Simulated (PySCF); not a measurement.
C4H3BF2O.
SMILES: `O=CC1=C[C@@H]1B(F)F`

Torsions of this conformer, `[O:1]=[CH:2][C:3]1=[CH:4][C@@H:5]1[B:6]([F:7])[F:8]`: O1–C2–C3–C4 -175°, C4–C5–B6–F7 -26°.

The closed-shell ground state was solved at several levels (PySCF, density fitting, gas phase, non-relativistic). Geometry: GFN2-xTB, one conformer, isolated molecule.

| level | basis functions | total energy (Eh) | HOMO (eV) | LUMO (eV) | gap (eV) | dipole (D) |
| --- | --- | --- | --- | --- | --- | --- |
| PBE0/pcSseg-1 | 151 | -453.4882 | -8.06 | -2.63 | 5.43 | 4.01 |
| B3LYP/pcJ-1 | 246 | -454.0292 | -7.79 | -2.82 | 4.97 | 4.01 |

Q: What might CAM-B3LYP/def2-SVPD (193 basis functions) give for the same quantities?

A: Total energy -453.5290 Eh, HOMO -9.58 eV, LUMO -1.58 eV, gap 8.00 eV, dipole 4.20 D.

Q: Over all these levels, which gives the widest orbital gap and which the narrowest?

A: CAM-B3LYP/def2-SVPD (range-separated hybrid) has the widest, 8.00 eV, and B3LYP/pcJ-1 (global hybrid, 20 % exact exchange) the narrowest, 4.97 eV. Functional and basis both differ between the two, so the spread mixes both effects.

Q: How far do the dipole and the HOMO energy spread over the levels?

A: The dipole runs from 4.01 to 4.20 D (mean 4.07 D) and the HOMO from -9.58 to -7.79 eV.
